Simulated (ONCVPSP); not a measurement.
What one change does to a pseudopotential (Cs, ONCV)

```
Element                 : caesium
Generator               : ONCVPSP 4.0.1
Type                    : optimised norm-conserving Vanderbilt (ONCV)
Functional              : Wu-Cohen
Relativity              : scalar-relativistic
Frozen core             : [Kr] 4d10
Valence charge          : 9
Reference configuration : 5s2 5p6 6s1
Partial waves           : 5s+6s: rc 3.40 bohr, ncon 5, nbas 9, qcut 2.9 1/bohr, 3 projectors, debl 2.1 Ha; 5p: rc 1.95 bohr, ncon 3, nbas 6, qcut 5.1 1/bohr, 2 projectors, debl 1 Ha; d scattering state at 0.38 Ha: rc 3.15 bohr, ncon 4, nbas 8, qcut 3.4 1/bohr, 1 projector
Local potential         : polynomial inside 1.85 bohr (lpopt 5, dvloc0 6 Ha)
Core correction         : none
```

In the d channel the program set the typed energies aside and used 0.050 Ha.

Change: p: qcut 3.6.

Cutoffs: the cutoffs (Ha) at which the residual kinetic energy of the hardest occupied pseudo-wave falls to 1 and 0.1 mHa per electron; they do not see the model core or the augmentation charge, which bear on the density cutoff. Errors are all-electron minus pseudo energies relative to the spin-unpolarised reference configuration.

**Question.** Predict the effect on cutoff, ghosts and configuration errors.

**Answer.** The potential gets harder (10 Ha and 13 Ha → 17 Ha and 32 Ha); the errors of the 4 common tests hardly move; neither file shows a bound ghost.

```tsv
quantity	base	changed
cutoff, loose	10 Ha	17 Ha
cutoff, tight	13 Ha	32 Ha
loose cutoff by channel	s 2.2 Ha, p 10 Ha	s 2.2 Ha, p 17 Ha
bound ghosts	none	none
GHOST(+) flags under 300 eV	none	none
error for 5s2 5p6 6s0, meV [ΔE 3.74 eV]	-0.4	-0.4
error for 5s2 5p6 6s0.5, meV [ΔE 1.42 eV]	-0.1	-0.1
error for 5s2 5p6 6s0 6p1, meV [ΔE 1.31 eV]	-0.1	-0.2
error for 5s1 5p6 6s1, meV [ΔE 31.76 eV]	-266	-259
s: phases at 3.46 bohr within 0.05 rad from the reference energy up to (Ha; the scan ends near 5)	4.6	4.6
p: phases at 1.98 bohr within 0.05 rad from the reference energy up to (Ha; the scan ends near 5)	3.5	3.5
d: phases at 3.20 bohr within 0.05 rad from the reference energy up to (Ha; the scan ends near 5)	1.2	1.2
```
